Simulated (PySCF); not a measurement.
C₆H₇ (SMILES [CH]1C=CC=CC1), doublet (typed; the unrestricted solution is spin-contaminated), geometry from GFN2-xTB; HF/3-21G (PySCF).

Input for PySCF:
```python
from pyscf import gto, scf

mol = gto.Mole()
mol.atom = '''
    C    -0.77965150   -1.14686069    0.06252894
    C     0.55910388   -1.28478755    0.22490801
    C     1.42146257   -0.17813739    0.17646734
    C     0.89181655    1.10295851   -0.04478363
    C    -0.43876408    1.29955227   -0.21378903
    C    -1.41884640    0.17780953   -0.17614256
    H    -1.43528825   -2.00437918    0.10142508
    H     0.97980506   -2.26619433    0.39601814
    H     2.48296095   -0.31116414    0.30824696
    H     1.56688494    1.94704368   -0.07985955
    H    -0.83702122    2.28914452   -0.38352073
    H    -2.17699713    0.37125471    0.60123268
    H    -1.99107050    0.15108664   -1.11867706
'''
mol.basis = '3-21g'
mol.spin = 1
mol.verbose = 4
mol.build()

mf = scf.UHF(mol)
mf.level_shift = 1.0
mf.max_cycle = 100
mf.kernel()
```

Output, abridged:

```
PySCF version 2.14.0

[INPUT] verbose = 4
[INPUT] num. atoms = 13
[INPUT] num. electrons = 43
[INPUT] charge = 0
[INPUT] spin (= nelec alpha-beta = 2S) = 1
[INPUT] symmetry False subgroup None
[INPUT] Mole.unit = angstrom
[INPUT] Symbol           X                Y                Z      unit          X                Y                Z       unit  Magmom
[INPUT]  1 C     -0.779651500000  -1.146860690000   0.062528940000 AA   -1.473327807606  -2.167252607130   0.118162571459 Bohr   0.0
[INPUT]  2 C      0.559103880000  -1.284787550000   0.224908010000 AA    1.056553208382  -2.427896597751   0.425014542121 Bohr   0.0
[INPUT]  3 C      1.421462570000  -0.178137390000   0.176467340000 AA    2.686174953620  -0.336630879645   0.333474942531 Bohr   0.0
[INPUT]  4 C      0.891816550000   1.102958510000  -0.044783630000 AA    1.685289032854   2.084289510658  -0.084628795564 Bohr   0.0
[INPUT]  5 C     -0.438764080000   1.299552270000  -0.213789030000 AA   -0.829143944497   2.455797874857  -0.404002715136 Bohr   0.0
[INPUT]  6 C     -1.418846400000   0.177809530000  -0.176142560000 AA   -2.681231108825   0.336011314038  -0.332861197280 Bohr   0.0
[INPUT]  7 H     -1.435288250000  -2.004379180000   0.101425080000 AA   -2.712301702306  -3.787727699980   0.191665623362 Bohr   0.0
[INPUT]  8 H      0.979805060000  -2.266194330000   0.396018140000 AA    1.851563218863  -4.282486628742   0.748365824960 Bohr   0.0
[INPUT]  9 H      2.482960950000  -0.311164140000   0.308246960000 AA    4.692116173490  -0.588015004386   0.582502333130 Bohr   0.0
[INPUT] 10 H      1.566884940000   1.947043680000  -0.079859550000 AA    2.960983405306   3.679379307765  -0.150912677931 Bohr   0.0
[INPUT] 11 H     -0.837021220000   2.289144520000  -0.383520730000 AA   -1.581740866249   4.325856202349  -0.724749142793 Bohr   0.0
[INPUT] 12 H     -2.176997130000   0.371254710000   0.601232680000 AA   -4.113928349664   0.701569724355   1.136165102338 Bohr   0.0
[INPUT] 13 H     -1.991070500000   0.151086640000  -1.118677060000 AA   -3.762577939701   0.285512370681  -2.113993265234 Bohr   0.0

nuclear repulsion = 211.303736397512
number of shells = 44
number of NR pGTOs = 111
number of NR cGTOs = 68
basis = 3-21g
ecp = {}

******** <class 'pyscf.scf.uhf.UHF'> ********
method = UHF
initial guess = minao
damping factor = 0
level_shift factor = 1.0
DIIS = <class 'pyscf.scf.diis.CDIIS'>
diis_start_cycle = 1
diis_space = 8
diis_damp = 0
SCF conv_tol = 1e-09
SCF conv_tol_grad = None
SCF max_cycles = 100
direct_scf = True
direct_scf_tol = 1e-13
number electrons alpha = 22  beta = 21
Set gradient conv threshold to 3.16228e-05
init E= -231.539499795985

cycle= 1 E= -229.790335167655  delta_E= 1.75  |g|= 0.45  |ddm|= 2.65
cycle= 2 E= -229.900635067637  delta_E= -0.11  |g|= 0.202  |ddm|= 0.382
cycle= 3 E= -229.929005575569  delta_E= -0.0284  |g|= 0.109  |ddm|= 0.255
cycle= 4 E= -229.939998669787  delta_E= -0.011  |g|= 0.0665  |ddm|= 0.161
cycle= 5 E= -229.946029448542  delta_E= -0.00603  |g|= 0.0488  |ddm|= 0.11
cycle= 6 E= -229.951140857222  delta_E= -0.00511  |g|= 0.0385  |ddm|= 0.0938
cycle= 7 E= -229.954881920783  delta_E= -0.00374  |g|= 0.0317  |ddm|= 0.0791
cycle= 8 E= -229.957694255437  delta_E= -0.00281  |g|= 0.0267  |ddm|= 0.074
cycle= 9 E= -229.959589980245  delta_E= -0.0019  |g|= 0.0222  |ddm|= 0.0625
cycle= 10 E= -229.960807068567  delta_E= -0.00122  |g|= 0.0179  |ddm|= 0.0515
cycle= 11 E= -229.96153095783  delta_E= -0.000724  |g|= 0.0137  |ddm|= 0.0396
cycle= 12 E= -229.961916337879  delta_E= -0.000385  |g|= 0.00998  |ddm|= 0.0272
cycle= 13 E= -229.962118287317  delta_E= -0.000202  |g|= 0.00686  |ddm|= 0.0196
cycle= 14 E= -229.962207950154  delta_E= -8.97e-05  |g|= 0.00464  |ddm|= 0.013
cycle= 15 E= -229.962246665661  delta_E= -3.87e-05  |g|= 0.00305  |ddm|= 0.00847
cycle= 16 E= -229.962263816389  delta_E= -1.72e-05  |g|= 0.002  |ddm|= 0.00599
cycle= 17 E= -229.962270691036  delta_E= -6.87e-06  |g|= 0.00131  |ddm|= 0.00374
cycle= 18 E= -229.962273500057  delta_E= -2.81e-06  |g|= 0.000862  |ddm|= 0.00239
cycle= 19 E= -229.962274635793  delta_E= -1.14e-06  |g|= 0.000536  |ddm|= 0.00142
cycle= 20 E= -229.962275079663  delta_E= -4.44e-07  |g|= 0.000337  |ddm|= 0.000856
cycle= 21 E= -229.962275261498  delta_E= -1.82e-07  |g|= 0.000212  |ddm|= 0.000537
cycle= 22 E= -229.962275335521  delta_E= -7.4e-08  |g|= 0.000136  |ddm|= 0.000338
cycle= 23 E= -229.962275367027  delta_E= -3.15e-08  |g|= 8.76e-05  |ddm|= 0.000221
cycle= 24 E= -229.962275380699  delta_E= -1.37e-08  |g|= 5.66e-05  |ddm|= 0.000148
cycle= 25 E= -229.962275386458  delta_E= -5.76e-09  |g|= 3.67e-05  |ddm|= 9.67e-05
cycle= 26 E= -229.96227538889  delta_E= -2.43e-09  |g|= 2.39e-05  |ddm|= 6.35e-05
cycle= 27 E= -229.962275389921  delta_E= -1.03e-09  |g|= 1.56e-05  |ddm|= 4.16e-05
cycle= 28 E= -229.962275390366  delta_E= -4.45e-10  |g|= 9.96e-06  |ddm|= 2.72e-05
Extra cycle  E= -229.96227539058  delta_E= -2.14e-10  |g|= 4.78e-06  |ddm|= 2.36e-05
converged SCF energy = -229.96227539058  <S^2> = 1.1845965  2S+1 = 2.3954929
```
